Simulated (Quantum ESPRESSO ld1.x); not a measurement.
Task: All-electron atom: the holmium ion Ho+ in [Xe] 4f9 5d2 6s1 (not the ground configuration). Method: Dirac Kohn-Sham, PBEsol, spin-unpolarised, spherical densities, point nucleus; open shells fill j = l - 1/2 first; computed with ld1.x of Quantum ESPRESSO 7.5. Some entries of the table are withheld. Estimate them.

orbital  occ.  eigenvalue (eV)  r(max) (bohr)
1s1/2       2         -55434.7            (1)
2s1/2       2         -9285.12            (2)
2p1/2       2              (3)        0.05625
2p3/2       4              (4)        0.06238
3s1/2       2         -2091.63         0.2116
3p1/2       2         -1896.24            (5)
3p3/2       4         -1717.47            (6)
3d3/2       4              (7)         0.1675
3d5/2       6              (8)         0.1711
4s1/2       2         -430.494         0.4838
4p1/2       2         -352.865         0.4864
4p3/2       4         -312.387         0.5136
4d3/2       4              (9)         0.5168
4d5/2       6             (10)         0.5256
5s1/2       2         -64.5836          1.115
5p1/2       2         -42.6362          1.208
5p3/2       4         -36.9387          1.287
4f5/2       6         -23.1399         0.5119
4f7/2       3         -22.0336         0.5168
6s1/2       1         -10.1832          2.981
5d3/2       2          -9.7438          1.737
5d5/2       0          -9.3153          1.782

Result: 
(1) 1s1/2 r(max) (bohr): 0.01311
(2) 2s1/2 r(max) (bohr): 0.07481
(3) 2p1/2 eigenvalue (eV): -8838.38
(4) 2p3/2 eigenvalue (eV): -7982.04
(5) 3p1/2 r(max) (bohr): 0.1990
(6) 3p3/2 r(max) (bohr): 0.2119
(7) 3d3/2 eigenvalue (eV): -1382.36
(8) 3d5/2 eigenvalue (eV): -1343.30
(9) 4d3/2 eigenvalue (eV): -184.456
(10) 4d5/2 eigenvalue (eV): -177.056
